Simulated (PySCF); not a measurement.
Input of a run (PBE0-D3(BJ)/def2-SVP geometry optimisation, gas phase (PySCF 2.14.0)), started from GFN2-xTB:
```
{"job": {"xc": "PBE0", "basis": "def2-SVP", "d3": "d3bj", "grid": 1, "kind": "geom"}, "charge": 1, "multiplicity": 1}
C     -0.052230    -1.210198    -1.093473
O      0.184788    -0.439781     0.120748
C      0.857097     0.837351    -0.136328
C      2.374370     0.596567    -0.019358
F      2.785360    -0.241172    -0.987606
F      2.621102    -0.001437     1.158172
C     -0.935003    -0.387556     1.024083
C     -2.184713     0.355046     0.491314
F     -1.848962     1.554614     0.000263
F     -3.050440     0.523011     1.471645
F     -2.771001    -0.321213    -0.494045
H     -0.724077    -0.697009    -1.782814
H      0.913390    -1.382445    -1.569883
H     -0.475482    -2.172831    -0.808641
H      0.604540     1.222705    -1.128711
H      0.567823     1.564237     0.625193
H      2.952447     1.531004    -0.086340
H     -1.223479    -1.419505     1.258100
H     -0.605332     0.097862     1.950221
```

Output (energies in Eh, forces in Eh/bohr):
```
step   0  E = -768.11920355  max force = 0.033542
step   1  E = -768.12504246  max force = 0.007364
step   2  E = -768.12588596  max force = 0.006460
step   3  E = -768.12723988  max force = 0.005014
step   4  E = -768.12780644  max force = 0.002956
step   5  E = -768.12791551  max force = 0.002893
step   6  E = -768.12804428  max force = 0.001318
step   7  E = -768.12806078  max force = 0.000652
step   8  E = -768.12805988  max force = 0.000557
step   9  E = -768.12806400  max force = 0.001243
step  10  E = -768.12807208  max force = 0.000918
step  11  E = -768.12807792  max force = 0.000270
optimisation converged
```

Question: Summarise the run.

Answer: The energy falls by 0.241 eV over 12 energy and gradient evaluations, the largest force component goes from 0.0335 to 2.7e-04 Eh/bohr, and the atoms move by 0.376 Å rms after alignment. Among the bonds, C3–C4 and C7–C8 change most and about equally (-0.027 Å). Bonds longer at the end by more than 0.005 Å: 4 of 18; shorter: 3. Among the angles that change most is C1–O2–C7, from 114.5° to 120.8°. Among the dihedrals that turn most is C7–O2–C3–H16, from 16° to -29°. The energy never rose by more than 1e-6 Eh on the way. The first step brought 66 % of the lowering.

Question: What are the final bond lengths?

Answer: C1–O2 1.472 Å, O2–C3 1.466 Å, C3–C4 1.514 Å, C4–F5 1.344 Å, C4–F6 1.347 Å, O2–C7 1.452 Å, C7–C8 1.521 Å, C8–F9 1.333 Å, C8–F10 1.314 Å, C8–F11 1.329 Å, C1–H12 1.096 Å, C1–H13 1.094 Å, C1–H14 1.095 Å, C3–H15 1.097 Å, C3–H16 1.097 Å, C4–H17 1.104 Å, C7–H18 1.097 Å, C7–H19 1.096 Å. Numbering counts from 1 in the input's order; the species is `C[O+](CC(F)F)CC(F)(F)F`.

The run used 194 basis functions and 79 SCF cycles in all. Time: 4.2 min of wall time. Hardware: one thread of an Arm Neoverse V1, on a shared host.

PBE0-D3(BJ)/def2-SVP frequencies: not computed here.

One conformer stands for the species.
